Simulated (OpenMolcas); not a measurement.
# Ir4+: moving or changing the point charges

Ir4+ among 6 point charges of -1.5 e arranged as an octahedron (Oh), 1.99 Å from the ion.

* Program: OpenMolcas
* Method: CASSCF
* Basis: ANO-RCC-VTZP [8s7p5d3f1g]
* Scalar Hamiltonian: DKH2, point nucleus
* Active space: 5 electrons in 5 orbitals (5d)
* State averaging: 2S+1 = 6 even, 1 root; 2S+1 = 4 even, 24 roots; 2S+1 = 2 even, 75 roots
* Spin-orbit coupling: state interaction with AMFI integrals over the reference wave functions

Runs around this geometry, states (labels of O, the rotations of Oh). Energies in cm-1 above the lowest state or level, χT in cm3 K/mol; 10Dq and B are least-squares fits to the states below 45000 cm-1, weighted by degeneracy, with a free offset, and given where the rms deviation is under 5 % of |10Dq| (or 100 cm-1) and under 700 cm-1.

| R (Å) | q (e) | Ground state | 10Dq | B (rms of fit) | First gap with spin-orbit (degeneracies) | χT at 300 K | First state of another spin |
| --- | --- | --- | --- | --- | --- | --- | --- |
| 1.99 | -1.2 | 6A1 | 5963 | 906 (100) | 79.1 (2, 4) | 4.113 | 4T1 24287 |
| 1.89 | -1.5 | 6A1 | 9486 | 901 (157) | 183.0 (2, 4) | 3.933 | 4T1 21008 |
| 1.99 | -1.5 | 6A1 | 7423 | 904 (125) | 113.0 (2, 4) | 4.066 | 4T1 22972 |
| 2.15 | -1.5 | 6A1 | 5108 | 908 (89) | 62.7 (2, 4) | 4.132 | 4T1 25043 |

Taking |10Dq| as R^-n, n = -ln(5108 / 9486) / ln(2.15 / 1.89) = 4.8 between the shortest and longest distance. The point-charge formula for a cubic d site gives n = 5.

Scaling the charges by -1.2 / -1.5 = 0.80 scales |10Dq| by 5963 / 7423 = 0.80; with fixed orbitals a first-order splitting would follow the charge.

Without dynamic correlation the repulsion within the d shell is too large (B by tens of per cent), so at a given field states of lower spin stand too high. Point charges give a weaker field than real ligands, and real ions of this kind are as a rule low spin; the high spin found here belongs to the model. This field is weak: 10Dq is about 5963 cm-1, while octahedral complexes of 5d ions of charge 3 and more, computed by the same method with explicit ligands, had a median near 35000 cm-1. Ground spin and moment need not be those of a real site (figures for R = 1.99, q = -1.2; the like holds for R = 1.89, q = -1.5, R = 1.99, q = -1.5, R = 2.15, q = -1.5). This is an electrostatic model: the charges have no orbitals. No measured value stands beside these numbers.
